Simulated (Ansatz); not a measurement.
Computed with Ansatz on PBE0-D4/def2-TZVP structures; ΔE is electronic, products minus reactants. CCSD(T)/CBS is the MP2 limit (def2-TZVPP, def2-QZVPP) plus CCSD(T) − MP2 in def2-TZVPP, frozen cores. This one scheme is used for every species. Each species was taken in one conformer, which may not be the lowest.

`CCN1BC1` + `CSS` → `CCSSC` + `B1CN1`  (substitution at a C–N bond)

`CCN1BC1`:

```xyz
13

C    -1.421   -1.163   -0.216
C    -0.415   -0.475    0.682
N     0.443    0.386   -0.063
B     0.945    1.007   -1.140
C     1.560    1.270    0.273
H    -2.070   -1.818    0.368
H    -2.046   -0.429   -0.730
H    -0.915   -1.766   -0.973
H     0.196   -1.217    1.212
H    -0.928    0.112    1.454
H     0.852    1.142   -2.313
H     2.483    0.785    0.598
H     1.316    2.165    0.849
```

`CSS`:

Z-matrix (Å, degrees):
```
C
S 1 1.802
H 1 1.089 2 110.8
H 1 1.090 2 111.1 3 123.0
H 1 1.093 2 106.0 3 -118.4
S 2 2.037 1 103.0 3 -56.7
H 6 1.349 2 99.3 1 -87.6
```

`CCSSC`:

Z-matrix (Å, degrees):
```
C
C 1 1.512
H 1 1.094 2 110.5
H 1 1.092 2 110.5 3 119.6
H 1 1.092 2 111.0 3 -120.4
S 2 1.816 1 114.1 3 -179.9
H 2 1.095 1 111.5 3 63.6
H 2 1.092 1 111.8 3 -56.2
S 6 2.028 2 103.8 1 65.0
C 9 1.805 6 103.2 2 86.4
H 10 1.090 9 111.3 6 -64.8
H 10 1.093 9 106.3 6 176.7
H 10 1.089 9 110.5 6 58.1
```

`B1CN1`:

Cartesian coordinates in Å:
```
B -0.181 0.747 0.567
C -0.466 -0.427 -0.423
N 0.830 -0.018 0.129
H -0.469 1.666 1.254
H -0.866 -1.380 -0.077
H -0.622 -0.250 -1.487
H 1.775 -0.338 0.036
```

```
  species  CCSD(T)/CBS(def2) energy (Eh)
`CCN1BC1`                     -198.43907
    `CSS`                     -836.00794
  `CCSSC`                     -914.53322
  `B1CN1`                     -119.91915
```

(1) Work out ΔE.

Largest T1 diagnostic among the species: 0.013.

## Answers

(1) ΔE = (-914.53322) + (-119.91915) − (-198.43907) − (-836.00794) = -0.00536 Eh = -14.1 kJ/mol.

In def2-TZVPP, CCSD(T) changes the Hartree–Fock value by −9.1 kJ/mol (the triples alone add −2.6 kJ/mol) and MP2 by −13.2 kJ/mol. The D4 term adds −4.5 kJ/mol with B3LYP and −2.4 kJ/mol with PBE0; it sums over pairs of atoms, weighted by their polarisabilities, and B3LYP, whose exchange is more repulsive, gets the larger term.

B3LYP here is the variant with VWN-RPA as its local correlation; programs differ in this.
